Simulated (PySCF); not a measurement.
Several species in one continuum solvent.

Level: B3LYP/def2-SVPD in PySCF, non-relativistic, each on one gas-phase PBE0-D3(BJ)/def2-SVP geometry that isn't relaxed in the solvent. The solvent is an IEF-PCM continuum (Bondi radii, 1.10 Å for H, scaled by 1.2). The model holds no explicit solvent molecules, cavitation or dispersion.

Task: Order them by E(solvent) − E(gas) in chloroform (ε = 4.711), most negative first (kcal/mol).
A. `[F:1][CH2:2][C:3]1=[CH:4][CH:5]=[CH:6][BH:7][CH:8]=[CH:9]1` with F1–C2–C3–C4 2°
B. `[Cl:1][CH2:2][CH2:3][O:4][CH:5]1[CH2:6][CH2:7]1` with Cl1–C2–C3–O4 177°, C2–C3–O4–C5 77°, C3–O4–C5–C6 -166°
C. `[SiH3:1][O:2][B:3]1[CH:4]=[CH:5][CH:6]=[CH:7][CH:8]=[CH:9]1` with Si1–O2–B3–C4 3°

Result: B (-3.2), A (-2.9), C (-1.7).

```csv
SMILES,charge,ΔE (kcal/mol),polarisation term (kcal/mol),HOMO shift (eV),dipole gas (D),dipole solvent (D),atoms,"lowest singlet, gas (eV)","lowest singlet, solvent (eV)"
ClCCOC1CC1,0,-3.2,-3.6,+0.13,1.90,2.24,16,6.48,6.42
FCC1=CC=CBC=C1,0,-2.9,-3.3,+0.07,1.50,2.12,17,4.44,4.40
[SiH3]OB1C=CC=CC=C1,0,-1.7,-2.0,+0.03,1.51,1.96,18,4.28,4.21
```

The polarisation term is half the interaction of the solute with the induced surface charges. Singlets are vertical TDDFT energies (frozen core, non-equilibrium response), the lowest in each medium.
